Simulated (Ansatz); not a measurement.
Relaxation of Cl3H3O3W (10 atoms, charge 0, multiplicity 1), to a largest force component of 0.02 eV/Å in at most 40 steps.

These are results of RHF/def2-SVP (Ansatz 0.2.0), not measurements.

```xyz
10
Properties=species:S:1:pos:R:3
W 0.000 0.000 0.000
Cl 0.000 0.000 2.390
O 1.940 0.000 0.000
H 2.277 -0.952 -0.020
Cl 0.000 2.390 0.000
Cl -2.390 0.000 0.000
O 0.000 -1.940 0.000
H 0.382 -2.277 0.872
O 0.000 0.000 -1.940
H 0.528 0.792 -2.277
```

Problem. Where does it end, and by what steps?

Solution. The run converged. After 12 steps the energy has fallen by 1.445 eV; H8 moved furthest, 1.29 Å.

| step | energy less start (eV) | largest force component (eV/Å) | accepted |
| --- | --- | --- | --- |
| 0 | 0.0000 | 3.002 | yes |
| 1 | -0.6275 | 2.872 | yes |
| 2 | -0.8572 | 2.792 | yes |
| 3 | -1.1104 | 0.712 | yes |
| 4 | -1.1691 | 0.901 | yes |
| 5 | -1.2325 | 0.820 | yes |
| 6 | -1.3178 | 0.482 | yes |
| 7 | -1.2910 | 1.946 | no |
| 8 | -1.3547 | 0.377 | yes |
| 9 | -1.3913 | 0.258 | yes |
| 10 | -1.4254 | 0.115 | yes |
| 11 | -1.4433 | 0.081 | yes |
| 12 | -1.4445 | 0.007 | yes |

```xyz
10
Properties=species:S:1:pos:R:3
W 0.209 -0.124 -0.028
Cl 0.394 0.131 2.325
O 2.040 -0.159 0.008
H 2.709 -0.077 0.675
Cl 0.075 2.244 -0.138
Cl -2.144 -0.107 0.286
O 0.028 -1.944 0.050
H -0.685 -2.551 0.207
O 0.105 -0.041 -1.854
H 0.006 0.642 -2.506
```

The run took 60 s on 2 threads of Arm Neoverse V1, with other jobs on the host, peak memory 0.52 GiB.
